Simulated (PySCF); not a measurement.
## Stationary points of GaCl2

These are results of PySCF, B3LYP, basis Ga def2-TZVP, Cl def2-TZVP (no relativity, density fitting), not measurements.

Relaxations began from a few typed shapes; open shells are unrestricted. The search is not exhaustive: other isomers or separated fragments can lie lower, and high-lying points may rest on an excited occupation.

**Question.** Which is the lowest minimum found?
A. doublet D∞h: Ga–Cl 2.266 Å (×2); Cl–Ga–Cl 180.0°
B. doublet C2v: Ga–Cl 2.187 Å (×2); Cl–Ga–Cl 120.0°

**Answer.** B. The others lie at 47.2 (doublet D∞h, a saddle point) kJ/mol above it.
